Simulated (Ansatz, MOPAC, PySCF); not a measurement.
Pair of molecules: C2H4 (SMILES C=C) (first 6 atoms) with H2Se (SMILES [SeH2]); geometry from B3LYP-D3(BJ)/def2-TZVP, rigid monomers moved along the line of their centres of mass till C1···Se7 is 3.23 Å.
(charge 0, multiplicity 1):
```xyz
9

C     -0.303     0.640    -0.066
C      0.109    -0.615     0.035
H     -1.348     0.887    -0.212
H      0.385     1.473    -0.003
H      1.153    -0.862     0.184
H     -0.580    -1.449    -0.025
Se     0.321     0.405     3.091
H     -1.047    -0.057     2.832
H      0.076     0.449     4.544
```

Interaction energies are E(AB) − E(A) − E(B) at the monomers' geometry in the complex; basis-set methods are counterpoise corrected. Rows marked so take none.

Rows in 6-31G* carry no dispersion term and start afresh at each structure (6-31G* with six Cartesian d functions); the Pople sets are all-electron and without relativity. MP2/6-31G* freezes PySCF's default core, which leaves 3d correlated. The state that PM3 reach isn't checked.

Codes used: Ansatz (Gaussian basis) for Hartree–Fock, density functionals and correlated methods; MOPAC for PM3 (differences of heats of formation); PySCF for 6-31G* rows. Values without a source in brackets are computed.

### Question
One of these levels gives 2.39 kcal/mol for the interaction energy. Name it.
A) PM3
B) B3LYP/def2-TZVPPD
C) MP2/6-31G*
D) HF/6-31G* (no counterpoise)

### Answer
D, HF/6-31G* (no counterpoise). The others give -3.45 (PM3), 1.82 (B3LYP/def2-TZVPPD), 1.35 (MP2/6-31G*)

Ansatz is a first-principles code.
